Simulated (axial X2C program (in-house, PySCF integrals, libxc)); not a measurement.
## Curves of SiBr by EOM-EA-CCSD

Computed with an axial X2C code built on PySCF integrals: two-component X2C with atomic mean-field Coulomb and Gaunt terms, Gaussian nuclei, basis Br dyall-acv3z, Si dyall-av3z with contracted cores.

Energies in eV from the lowest point of the lowest state; states are followed by energy order within each Ω. Reference: SiBr⁺, 10 electrons correlated in 92 virtual spinors with an MP2 remainder; levels at this size can be off by some tenths of an eV. Masses 78.918 and 27.977 u.

```
R (Å)  (1)Ω=1/2  (1)Ω=3/2  (2)Ω=1/2  (3)Ω=3/2  (5)Ω=1/2
2.056    0.3053    0.3495    3.5744    5.0900    5.0914
2.146    0.0713    0.1134    3.2436    5.0821    5.0841
2.235    0.0000    0.0394    2.9982    5.2176    5.2201
2.336    0.0513    0.0877    2.8149    5.4819    5.4850
2.436    0.1952    0.2285    2.7155    5.8181    5.8215
2.570    0.4738    0.5034    2.6860    6.3213    6.3249
```

(1) Fit the curves (1)Ω=1/2, (1)Ω=3/2, (3)Ω=3/2, (5)Ω=1/2 near their minima.

For SiBr⁺ at CCSD, and between the minima:

Re = 2.113 Å, ωe = 535.7 cm⁻¹; removing the electron costs 7.163 eV without zero-point terms.

No minimum in range: (2)Ω=1/2; the order of states may turn beyond it. T1 of the reference reaches 0.039 (Lee–Taylor). Curves followed by order can swap character. Number of frozen shells: Br 3 s, 2 p, 1 d; Si 2 s, 1 p. Roots with under 60 % one-particle weight at any point are counted in the labels but not shown, and the list ends where the roots sought for some Ω run out; states that need a further excitation are missing and may lie low or lowest. Curves with a minimum but no constants failed the fit check.

Results:

(1) At EOM-EA-CCSD from SiBr⁺ (the fit fixes ωe to about one per cent; ωe of higher roots by this method can be off by ten per cent):

| state | Te (cm⁻¹) | Re (Å) | ωe (cm⁻¹) |
| --- | --- | --- | --- |
| (1)Ω=1/2 | 0 | 2.242 | 420.5 |
| (1)Ω=3/2 | 320 | 2.244 | 418.4 |
| (3)Ω=3/2 | 40850 | 2.104 | 530.0 |
| (5)Ω=1/2 | 40860 | 2.103 | 530.2 |
